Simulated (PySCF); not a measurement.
C₆H₈N₂O.
Geometry (GFN2-xTB, Å), atoms numbered from 1 in this order:
```xyz
17
C6H8N2O angstrom
C      2.4162   -0.4658   -0.1810
C      0.9406   -0.6382   -0.2299
N      0.3922   -1.7848   -0.6187
N     -0.9117   -1.6234   -0.5515
C     -1.2588   -0.3795   -0.1200
C     -2.6349    0.0205    0.0330
O     -3.5867   -0.6884   -0.2041
C     -0.0567    0.2976    0.1031
C      0.1275    1.6936    0.5782
H      2.8940   -1.3874   -0.4988
H      2.7283    0.3438   -0.8391
H      2.7386   -0.2291    0.8322
H     -1.5503   -2.3646   -0.7970
H     -2.7626    1.0586    0.3929
H      1.1672    1.8694    0.8404
H     -0.1560    2.4021   -0.2003
H     -0.4939    1.8878    1.4507
```

The calculation used PySCF 2.14.0, density-fitted response routines, TDDFT CAM-B3LYP/def2-SVPD, vertical, gas phase, core orbitals frozen in the response. GFN2-xTB frequencies show an imaginary mode (58i cm⁻¹), so this geometry is no minimum at that level.

Each state is given a Gaussian of 0.25 eV full width at half maximum, with ε(max) = 2.175×10⁸ f / Δν̃ (Δν̃ the width in cm⁻¹). The width is an assumption, not a result. The curve ends short of the highest state used, and states not computed would add to its high-energy end.

```tsv
E (eV)	ε (L mol⁻¹ cm⁻¹)
3.60	0
3.70	1
3.80	10
3.90	30
4.00	38
4.10	20
4.20	4
4.30	0
4.40	0
4.50	0
4.60	18
4.70	323
4.80	2371
4.90	7502
5.00	13093
5.10	22670
5.20	32458
5.30	22560
5.40	6606
5.50	825
5.60	183
5.70	321
5.80	294
5.90	111
6.00	17
6.10	1
6.20	0
6.30	0
6.40	0
6.50	0
6.60	0
6.70	1
6.80	4
6.90	15
7.00	34
7.10	92
```

(1) Where are the band maxima, and which computed states make them?

(2) On this curve, what absorbance would a 10⁻⁴ mol/L sample give at 254 nm over a 1 cm path?

(3) Does any computed singlet lie in the visible range?

(4) Coming from long wavelengths, where does ε first pass 100 L mol⁻¹ cm⁻¹?

Answers

(1) 312 nm (3.98 eV), ε about 39, made up of S1 (100%); 238 nm (5.21 eV), ε about 33000, made up of S3 (97%); 216 nm (5.74 eV), ε about 340, made up of S4 (100%) (ε in L mol⁻¹ cm⁻¹; maxima over ε = 5, shares over 10%). At its high-energy end, 7.10 eV, the curve is still rising (ε about 92, from S5 and S6). The states used: S1 3.98 eV (f 0.0004); S2 4.97 eV (f 0.084); S3 5.21 eV (f 0.294); S4 5.74 eV (f 0.0032); S5 6.98 eV (f 0.0002); S6 7.23 eV (f 0.0017); S7 7.63 eV (f 0.0022); S8 7.70 eV (f 0.018).

(2) 254 nm is 4.881 eV, where ε is about 6400 L mol⁻¹ cm⁻¹, so A = ε c l ≈ 0.64 (Beer–Lambert, with the gas-phase spectrum and the assumed width).

(3) No computed singlet lies in the visible range (380 to 750 nm); the lowest, at 312 nm, stands 0.72 eV above its violet end (3.26 eV).

(4) At about 266 nm (4.66 eV), 0.68 eV above S1.

The run took about 2.8 min of CPU time (one thread, shared machine).

One conformer stands for the species.
